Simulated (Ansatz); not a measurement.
Species: H₃AlO₃, SMILES `[OH][Al]([OH])[OH]` (charge 0, multiplicity 1).

### Question
Give a relaxed geometry from B3LYP-D3(BJ)/def2-TZVP in Ansatz (an electronic-structure program).

### Answer
Several could match; the one computed here: the end point of this relaxation, one of several conformers (outside a Z-matrix the atoms follow the SMILES, hydrogens last).
Z-matrix (Å, degrees):
```
Al
O 1 1.6928
H 2 0.9580 1 122.92
O 1 1.6928 2 120.00 3 180.00
H 4 0.9580 1 122.92 2 0.00
O 1 1.6928 2 120.00 3 0.00
H 6 0.9581 1 122.92 2 180.00
```
